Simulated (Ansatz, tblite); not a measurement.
Cost and result up the ladder for the cluster Si₃Te₆ (the lowest singlet isomer of a short search) (9 atoms). Total charge 0; singlet. Geometry: PBE-D4/def2-SVP.

```
atom   x (Å)   y (Å)   z (Å)
 Si1   0.128  -1.456  -1.745
 Si2   0.090   2.676  -0.289
 Si3  -0.628   0.032   1.556
 Te4  -0.805  -2.236   0.450
 Te5   0.113  -2.946  -3.539
 Te6   1.182   0.820  -1.975
 Te7   0.387   0.441   3.788
 Te8   1.719   0.945   1.179
 Te9  -2.186   1.723   0.574
```

Ansatz on 4 threads of Arm Neoverse V2 on a shared host; xTB runs through tblite on one thread. Times are rough, summed over both states, and most runs start from the orbitals of an earlier one. No level here is sound enough to serve as a yardstick. The other state is a triplet.

In the def2 sets Te takes a core potential; there is no spin–orbit coupling. The xTB rows come from tblite. The structure comes from a short search, and lower isomers may exist.

xTB has no spin-polarisation term.

| level | functions | vertical triplet (eV) | remarks |
| --- | --- | --- | --- |
| GFN2-xTB | 81 | 1.75 | – |
| GFN1-xTB | 81 | 1.88 | – |
| PBE-D4/def2-SVP | 210 | 1.51 | restricted SCF unstable in HF (singlet) |
| PBE0-D4/def2-SVP | 210 | 1.69 | restricted SCF unstable in HF (singlet) |

Problem. Estimate how long each takes.

Solution. GFN1-xTB 0.035 s; GFN2-xTB 0.085 s; PBE-D4/def2-SVP 25 s; PBE0-D4/def2-SVP 62 s. On shared hardware such times vary by a factor of up to 3.
